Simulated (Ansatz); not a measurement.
CH8OSi3 (`O=C[SiH]([SiH3])[SiH3]`), relaxed with RKS PBE-D4/def2-SVP in the Gaussian-basis code of Ansatz from a rough embedded geometry. The force threshold is 0.03 eV/Å; the program also tests the step.

The species carries charge 0 and has multiplicity 1.

Start:

```xyz
13

O     1.265   -0.487   -2.087
C     1.568    0.342   -1.293
Si    0.486    0.484    0.168
Si   -1.670    1.024   -0.464
Si    0.391   -1.494    1.292
H     2.442    1.033   -1.365
H     0.953    1.606    1.111
H    -1.681    2.266   -1.275
H    -2.575    1.178    0.648
H    -2.259   -0.124   -1.339
H     1.724   -1.905    1.695
H    -0.228   -2.550    0.448
H    -0.417   -1.373    2.463
```

| step | energy (eV) | largest force (eV/Å) | largest move (Å) |
| --- | --- | --- | --- |
| 1 | -26820.1703 | 3.185 | 0.000 |
| 2 | -26820.5507 | 1.009 | 0.119 |
| 3 | -26820.6224 | 0.458 | 0.200 |
| 4 | -26820.6332 | 0.458 | 0.129 |
| 5 | -26820.6470 | 0.327 | 0.200 |
| 6 | -26820.6518 | 0.047 | 0.107 |
| 7 (rejected) | -26820.6319 | 1.120 | 0.188 |
| 8 | -26820.6527 | 0.167 | 0.039 |
| 9 (rejected) | -26820.6524 | 0.242 | 0.098 |
| 10 | -26820.6542 | 0.081 | 0.049 |
| 11 | -26820.6553 | 0.092 | 0.050 |
| 12 | -26820.6555 | 0.331 | 0.068 |
| 13 (rejected) | -26820.6538 | 0.106 | 0.113 |
| 14 | -26820.6563 | 0.121 | 0.041 |
| 15 (rejected) | -26820.6561 | 0.106 | 0.024 |
| 16 | -26820.6571 | 0.042 | 0.012 |
| 17 | -26820.6573 | 0.024 | 0.023 |

End:

```xyz
13

O     1.844   -0.811   -1.697
C     1.574    0.300   -1.277
Si    0.418    0.528    0.281
Si   -1.722    1.115   -0.514
Si    0.396   -1.584    1.313
H     1.974    1.228   -1.800
H     0.936    1.646    1.153
H    -1.670    2.408   -1.283
H    -2.677    1.272    0.640
H    -2.223    0.024   -1.421
H     1.802   -2.052    1.568
H    -0.308   -2.563    0.415
H    -0.343   -1.510    2.622
```

Run time 26 s (4 threads of an Arm Neoverse V1 on a shared host); peak host memory 0.17 GiB.
